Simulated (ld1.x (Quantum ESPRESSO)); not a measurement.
## holmium: variants of one PAW potential

Base potential:

* Element: Ho
* Generator: ld1.x (Quantum ESPRESSO) 7.5
* Type: PAW
* Functional: PBE
* Relativity: scalar-relativistic
* Frozen core: [Kr] 4d10
* Valence charge: 21
* Reference configuration: 4f11 5s2 5p6 5d0.5 6s1.5 6p0
* Partial waves: 5s (bound): rcut 1.65, rcutus 1.75 bohr; 6s (bound): rcut 1.65, rcutus 1.75 bohr; 5p (bound): rcut 2.00, rcutus 2.20 bohr; 6p (bound, empty): rcut 2.00, rcutus 2.20 bohr; 5d (bound): rcut 3.35, rcutus 3.55 bohr; 5d channel at 1.1 Ry: rcut 3.35, rcutus 3.55 bohr; 4f (bound): rcut 0.95, rcutus 1.20 bohr; 4f channel at 1.85 Ry: rcut 0.95, rcutus 1.20 bohr
* Local potential: all-electron potential smoothed inside 1.55 bohr (lloc = -1)
* Core correction: Bessel-smoothed model core inside 0.55 bohr
* Augmentation charge: PSQ, inside the norm-conserving radii

All-electron outer shells of the reference configuration (PBE, scalar-relativistic, ld1.x):

| shell | level (eV) | outermost node (bohr) | outermost maximum (bohr) |
| --- | --- | --- | --- |
| 4p | -302.65 | 0.27 | 0.51 |
| 4d | -158.80 | 0.25 | 0.52 |
| 5s | -49.97 | 0.61 | 1.14 |
| 5p | -25.50 | 0.66 | 1.29 |
| 6s | -3.69 | 1.55 | 3.43 |
| 4f | -2.78 | – | 0.53 |
| 6p | -1.14 | 1.90 | 4.87 |
| 5d | -0.90 | 0.75 | 2.16 |

Cutoffs, loose and tight: the cutoffs (Ry, on a coarse ladder) from which the occupation-weighted sum of valence levels, in a spherical-Bessel basis at the reference potential, stays within 10 and 1 mRy of its value at 400 Ry. They do not see the model core or the augmentation charge, which bear on the density cutoff. Test errors are all-electron minus pseudo excitation energies from the reference, over the configurations 4f11 5s2 5p6 5d0 6s2 6p0; 4f11 5s2 5p6 5d0 6s1 6p0; 4f11 5s2 5p6 5d0 6s0 6p0; 4f11 5s2 5p6 5d0 6s1.5 6p0; 4f9 5s2 5p6 5d0 6s0 6p0; 4f11 5s2 5p6 5d1 6s1 6p0; 4f11 5s2 5p6 5d0 6s1 6p1. A dash means not determined; rows that change the core or the reference have their own tests.

Cutoffs are not given where the Bessel-basis levels miss the radial ones by over 6 mRy, ghosts where they miss by over 20 mRy; a channel whose overlap is not positive is not tested.

A file whose overlap is not positive is unfit for use, and its test errors describe a broken file.

| change | outcome | cutoff, loose | cutoff, tight | bound ghosts | largest test error (meV) |
| --- | --- | --- | --- | --- | --- |
| base | generated, overlap not positive | – | – | not determined (overlap not positive) | +350 |
| augmentation PSQ, radius 1.00 bohr | generated, overlap not positive | – | – | not determined (overlap not positive) | -74 |
| core correction Bessel-smoothed model core inside 1.18 bohr | generated, overlap not positive | – | – | not determined (overlap not positive) | +319 |
| waves 4f (bound): rcut 0.95, rcutus 1.14 bohr; 4f channel at 1.85 Ry: rcut 0.95, rcutus 1.14 bohr | generated, overlap not positive | – | – | not determined (overlap not positive) | +297 |
| reference 4f11 5s2 5p6 5d0 6s1 6p1 | generated, overlap not positive | – | – | not determined (overlap not positive) | -124 over the solved tests; test run stopped at test 6 of 7 (negative rho) |
| local potential all-electron potential smoothed inside 2.22 bohr (lloc = -1) | generated, overlap not positive | – | – | not determined (overlap not positive) | -1406 |
| wave 4f channel at 1.85 Ry: rcut 0.95, rcutus 1.20 bohr becomes 4f channel at 1.4 Ry: rcut 0.95, rcutus 1.20 bohr | generated, overlap not positive | – | – | not determined (overlap not positive) | +306 |
| local potential all-electron potential smoothed inside 1.30 bohr (lloc = -2) | generated | 140 Ry | 230 Ry | none | +192 |
| waves 5s (bound): rcut 1.65, rcutus 2.62 bohr; 6s (bound): rcut 1.65, rcutus 2.62 bohr | generated, overlap not positive | – | – | not determined (overlap not positive) | test run stopped at test 1 of 7 (negative rho) |
| waves 5p (bound): rcut 2.00, rcutus 2.24 bohr; 6p (bound): rcut 2.00, rcutus 2.24 bohr | generated, overlap not positive | – | – | not determined (overlap not positive) | +350 |
